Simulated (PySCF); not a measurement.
Telling isomers of C$_{8}$H$_{8}$OSi apart by NMR

Isolated molecule, no relativistic terms, one averaged value for each set of equivalent atoms, single conformer. Structure optimised with GFN2-xTB; shieldings: GIAO PBE0/pcSseg-1; PySCF.

Scale: TMS for ¹H, ¹³C (reference shieldings calculated alike). Where no couplings were computed, multiplicities follow the n + 1 count of equivalent neighbours, and m marks all less simple cases (inequivalent or close neighbours, rings, F or P nearby). Shifts are as computed. Against solution values, carbons near 30 ppm lie about +3 ppm off and those near 130 ppm about +5 ppm. Of 1309 compounds with measured shifts, 239 miss one by over three times the rms of a fit or turn the order of signals round; such compounds aren't used in these exercises.

(1) Tabulate the signals of `C=C(C)[SiH2]C#CC#CC=O`, `C1=CC(c2ccco2)=C[SiH2]1`, `C=CC[SiH2]C#CC#CC=O` and their relative energies.

(2) What is the quickest way to tell C=C(C)[SiH2]C#CC#CC=O from C=CC[SiH2]C#CC#CC=O?

(3) What is the quickest way to tell C1=CC(c2ccco2)=C[SiH2]1 from C=CC[SiH2]C#CC#CC=O?

(4) What is the quickest way to tell C=C(C)[SiH2]C#CC#CC=O from C1=CC(c2ccco2)=C[SiH2]1?

Results:

(1) 
```json
{"SMILES": "C=C(C)[SiH2]C#CC#CC=O", "carbon types": "5×C 1×CH 1×CH2 1×CH3", "δC": "181.1, 145.2, 139.7, 103.4, 98.6, 89.1, 75.4, 26.9", "δH": "9.58 (s, 1H), 6.32 (br s, 1H), 6.08 (br s, 1H), 4.74 (s, 2H), 2.07 (s, 3H)", "E rel. (kcal/mol)": "65.7"}
{"SMILES": "C1=CC(c2ccco2)=C[SiH2]1", "carbon types": "2×C 6×CH", "δC": "159.5, 154.9, 154.2, 148.8, 136.6, 121.6, 118.5, 114.9", "δH": "7.63 (d, 1H), 7.62 (m, 1H), 6.83 (m, 1H), 6.76 (m, 1H), 6.48 (t, 1H), 6.45 (m, 1H), 4.81 (m, 2H)", "E rel. (kcal/mol)": "0.0"}
{"SMILES": "C=CC[SiH2]C#CC#CC=O", "carbon types": "4×C 2×CH 2×CH2", "δC": "180.9, 142.4, 121.8, 104.4, 97.9, 89.0, 75.3, 24.3", "δH": "9.59 (s, 1H), 6.38 (m, 1H), 5.42 (m, 1H), 5.35 (m, 1H), 4.51 (t, 2H), 1.96 (m, 2H)", "E rel. (kcal/mol)": "66.0"}
```

Energies are electronic energies at PBE0/pcSseg-1 on these geometries, without zero-point or thermal terms, each for the one conformer computed, which needn't be the lowest.

(2) Both give the same number of carbon signals, but DEPT or the intensities differ. The first has an allylic methyl carbon (CH3) at 26.9 ppm, the second an allylic sp3 CH2 bonded to Si at 24.3 ppm. Their most deshielded carbons lie at 181.1 and 180.9 ppm.

(3) Both give the same number of carbon signals, but DEPT or the intensities differ. The first has a substituted aromatic carbon next to the ring oxygen (C) at 159.5 ppm, the second a terminal =CH2 carbon at 121.8 ppm. Their most deshielded carbons lie at 159.5 and 180.9 ppm. In the proton spectra the most deshielded non-exchanging signals are 7.63 (d, 1H) and 9.59 (s, 1H).

(4) Both give the same number of carbon signals, but DEPT or the intensities differ. The first has a terminal =CH2 carbon at 139.7 ppm, the second an aromatic CH at 118.5 ppm. Their most deshielded carbons lie at 181.1 and 159.5 ppm. In the proton spectra the most deshielded non-exchanging signals are 9.58 (s, 1H) and 7.63 (d, 1H).
